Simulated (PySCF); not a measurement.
# KS: energy against distance

Set-up: PySCF, no relativity, basis sets K 6-31G(d,p), S 6-31G(d,p). Energies in eV from K + S in their ground configurations at the same level. State: ²Π (doublet), unpaired electrons π ↑.

All columns are UHF. A positive dipole means K(−)S(+).

| R (Å) | E (eV) | μ (D) | Mulliken charge on K (basis-dependent) | HOMO (eV) | LUMO (eV) | Mayer bond order | ⟨S²⟩ |
| --- | --- | --- | --- | --- | --- | --- | --- |
| 2.419 | -0.777 | -9.35 | 0.66 | -7.41 | -0.13 | 0.59 | 0.76 |
| 2.532 | -1.158 | -9.87 | 0.68 | -7.25 | -0.19 | 0.56 | 0.76 |
| 2.644 | -1.387 | -10.36 | 0.70 | -7.11 | -0.25 | 0.55 | 0.76 |
| 2.729 | -1.486 | -10.73 | 0.70 | -7.01 | -0.29 | 0.55 | 0.76 |
| 2.813 | -1.538 | -11.09 | 0.70 | -6.91 | -0.33 | 0.55 | 0.76 |
| 2.897 | -1.554 | -11.44 | 0.70 | -6.82 | -0.37 | 0.55 | 0.76 |
| 3.010 | -1.533 | -11.91 | 0.70 | -6.71 | -0.42 | 0.55 | 0.76 |
| 3.151 | -1.461 | -12.49 | 0.70 | -6.57 | -0.49 | 0.55 | 0.76 |
| 3.319 | -1.332 | -13.20 | 0.70 | -6.42 | -0.56 | 0.55 | 0.76 |
| 3.544 | -1.122 | -14.16 | 0.70 | -6.23 | -0.66 | 0.54 | 0.76 |

A fit through these points gives, at Re = 2.900 Å, μ = -11.45 D and dμ/dR = -4.18 D/Å; the reduced mass is 17.56 u.

Problem. How strong is the fundamental in the double-harmonic approximation, I = 42.26·(dμ/dR)²/μred km/mol?

Solution. I = 42.26·(-4.18)²/17.56 = 42.0 km/mol at UHF.

Hartree–Fock leaves out correlation, which carries a large part of most bond energies and some tenths to 1 eV of ionisation energies. The state was picked by a PBE0 search and need not be the measured ground state.
